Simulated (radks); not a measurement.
Values are calculated unless marked as measured or tabulated.
The zirconium anion Zr- inside a hard spherical wall (all orbitals vanish at R), configuration held at [Kr] 4d3 5s2 and not refilled when levels cross. Level of theory: scalar-relativistic Kohn-Sham, LDA (Slater exchange, VWN5 correlation), spin-unpolarised, spherical densities, point nucleus (a radial shooting solver on a logarithmic mesh with Libxc functionals). Eigenvalues in eV, with the zero of energy where the potential of the charges vanishes at infinity; a dash marks a level that is unbound or too diffuse for the functional's potential to be trusted. A positive occupied level is held by the wall or, in an anion where self-interaction has pushed it up, behind a barrier. The pressure on the wall is -dE/dV.

| R (bohr) | E (hartree) | kinetic (hartree) | e(4s) | e(4p) | e(5s) | e(4d) | e(5p, empty) | e(6s, empty) | pressure (GPa) |
|---|---|---|---|---|---|---|---|---|---|
| 20 | -3594.63565 | 3694.915 | -48.296 | -26.353 | 0.072 | 1.784 | 1.838 | 1.938 | 0.00115 |
| 15 | -3594.63416 | 3694.916 | -48.006 | -26.068 | 0.256 | 2.029 | 2.228 | 2.885 | 0.00572 |
| 12 | -3594.63068 | 3694.930 | -47.668 | -25.733 | 0.479 | 2.319 | 2.651 | 4.184 | 0.0369 |
| 10 | -3594.62199 | 3694.969 | -47.151 | -25.222 | 0.842 | 2.765 | 3.254 | 6.051 | 0.178 |
| 6 | -3594.43676 | 3695.647 | -42.719 | -20.898 | 4.691 | 6.596 | 8.730 | 21.716 | 10.3 |
| 3.5 | -3592.52494 | 3701.625 | -28.473 | -7.309 | 28.548 | 21.457 | 39.106 | 95.617 | 482 |
| 3 | -3590.61282 | 3707.723 | -20.632 | 0.519 | 48.299 | 31.198 | 62.293 | 146.36 | 1460 |
| 2.5 | -3586.04351 | 3721.888 | -6.610 | 15.382 | 89.588 | 49.936 | 108.28 | 241.62 | 5310 |
| 2 | -3573.42233 | 3757.956 | 23.545 | 48.786 | 185.47 | 91.100 | 210.12 | 442.24 | 24600 |
